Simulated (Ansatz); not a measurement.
AgCl (SMILES [Cl][Ag]), singlet, at a GFN2-xTB geometry (such geometries of metal compounds can be far from the true shape) (core potentials on Ag); B3LYP/def2-TZVP (Ansatz, a first-principles code).

Input for Ansatz:
Ansatz 0.2 input:
```yaml
crystal:
  periodic: [false, false, false]
  atoms:
    - {symbol: Ag, position_ang: [-0.00000000, -0.00000000, -0.58724977]}
    - {symbol: Cl, position_ang: [0.00000000, 0.00000000, 1.62357288]}
basis:
  gaussian:
    orbitals: def2-TZVP
    occupation: {up: {"A1": 9, "A2": 1, "B1": 4, "B2": 4}, down: {"A1": 9, "A2": 1, "B1": 4, "B2": 4}}
hamiltonian:
  xc: b3lyp
```

Output, abridged:

```
Functional definition: B3LYP
621 factors; their error is unknown
mean field evaluation 1: about -16523.6807 eV, gradient 3.1e1 eV
mean field evaluation 2: about -16525.4406 eV, gradient 9.5e-1 eV
mean field evaluation 4: about -16525.4945 eV, gradient 6.7e-2 eV
mean field evaluation 8: about -16525.4945 eV, gradient 1.9e-6 eV
mean field -16525.49452975 eV, -607.3007225856 hartree, gradient 1.9e-6 eV, S^2 0.000000; 0 other end points of the search recorded, 0 dependent functions left out
reference -16525.49473187 eV, -607.3007300137 hartree; 18, 18 occupied and 59, 59 virtual orbitals, 621 factors
Total energy: -16525.49473187 eV, -607.3007300137 hartree
```
